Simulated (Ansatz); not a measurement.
`[F][Al-]([F])([F])[O+]([SiH3])[SiH3]`, charge 0, multiplicity 1.

Problem. Give a relaxed structure at PBE0-D4/def2-TZVP (Ansatz 0.2.0). (An estimate is asked.)

Solution. Computed: 
Cartesian coordinates in Å:
```
F -0.521 0.393 2.671
Al -1.103 -0.488 1.403
F -2.480 0.071 0.655
F -0.903 -2.124 1.496
O 0.048 0.005 -0.027
Si -0.697 0.750 -1.380
Si 1.723 -0.299 0.082
H -1.640 -0.203 -1.990
H 0.458 0.995 -2.282
H -1.301 2.023 -0.952
H 1.917 -0.940 1.395
H 2.415 1.003 -0.027
H 2.083 -1.185 -1.045
```
Point group Cs.
This is one stationary point; other conformers may exist.
